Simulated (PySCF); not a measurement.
C4H6ClF, SMILES F/C=C/CCCl.

Coordinates come from a r2SCAN-D4/def2-SVP optimisation. The structure was generated by enumeration; whether it is a known compound was not checked. Other conformers were not sampled.

All values below come from TDA-PBE/def2-SVPD (PySCF).

Vertical excitations. The molecule is in vacuum.

**Question.** List the lowest excited states. (An estimate is asked for; the answer gives what the named calculation found.)

**Answer.** 
| state | energy (eV) | λ (nm) | f | main pairs |
|---|---|---|---|---|
| S1 | 5.50 | 225 | 0.004 | HOMO→LUMO+1 61 %, HOMO→LUMO 38 % |
| S2 | 6.12 | 203 | 0.001 | HOMO→LUMO+2 100 % |
| S3 | 6.37 | 195 | 0.003 | HOMO−1→LUMO 81 % |
| S4 | 6.44 | 192 | 0.001 | HOMO−2→LUMO 89 % |
| S5 | 6.56 | 189 | 0.007 | HOMO→LUMO+3 100 % |
| S6 | 6.87 | 180 | 0.010 | HOMO−1→LUMO+1 79 %, HOMO−1→LUMO 13 % |
| S7 | 6.94 | 179 | 0.001 | HOMO−2→LUMO+1 83 % |
| S8 | 7.00 | 177 | 0.012 | HOMO→LUMO+4 99 % |
| S9 | 7.21 | 172 | 0.008 | HOMO−1→LUMO+2 85 % |
| S10 | 7.25 | 171 | 0.044 | HOMO→LUMO+5 37 %, HOMO−2→LUMO+2 33 %, HOMO−1→LUMO+2 10 %, HOMO→LUMO 8 % |
| T1 | 4.38 | 283 | 0 | HOMO→LUMO 77 %, HOMO→LUMO+1 21 % |
| T2 | 5.45 | 227 | 0 | HOMO→LUMO+1 78 %, HOMO→LUMO 22 % |
| T3 | 6.04 | 205 | 0 | HOMO→LUMO+2 98 % |
| T4 | 6.17 | 201 | 0 | HOMO−1→LUMO 72 %, HOMO−1→LUMO+1 20 % |
Triplets are in the Tamm–Dancoff approximation.
